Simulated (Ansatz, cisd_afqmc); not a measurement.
System: S, charge 0, triplet.

Total energies in aug-cc-pV(T+d)Z, 6 correlated electrons, 5 frozen orbitals. Radicals and triplets start from unrestricted determinants; spin-orbit coupling is neglected. Cores are frozen in correlated methods. No relativity. The Monte Carlo rows (phaseless AFQMC, CISD trial, step 0.005/hartree) carry one-sigma bars that omit the constraint's bias. Outlying blocks are dropped, and bars are widened where a walk drifts. Over all cases where full CI ran beside it in this data, AFQMC minus full CI had a median of +0.1 mEh and passed +0.4 mEh in a tenth of the cases. Full CI freezes restricted core orbitals and the other rows unrestricted ones, which leaves a small offset even where coupled cluster is exact.

```
method         program         energy (Eh)  error against FCI (mEh)
----------  ----------  ------------------  -----------------------
HF              Ansatz          -397.50998                   148.27
MP2             Ansatz          -397.62872                    29.53
CCSD            Ansatz          -397.65213                     6.12
CCSD(T)         Ansatz          -397.65728                     0.98
CCSDT(Q)        Ansatz          -397.65829                    -0.04
CCSDTQ          Ansatz          -397.65831                    -0.06
AFQMC/CISD  cisd_afqmc  -397.6577 ± 0.0001                0.5 ± 0.1
FCI             Ansatz          -397.65826                     0.00
```

Ansatz is a quantum-chemistry and plane-wave program.
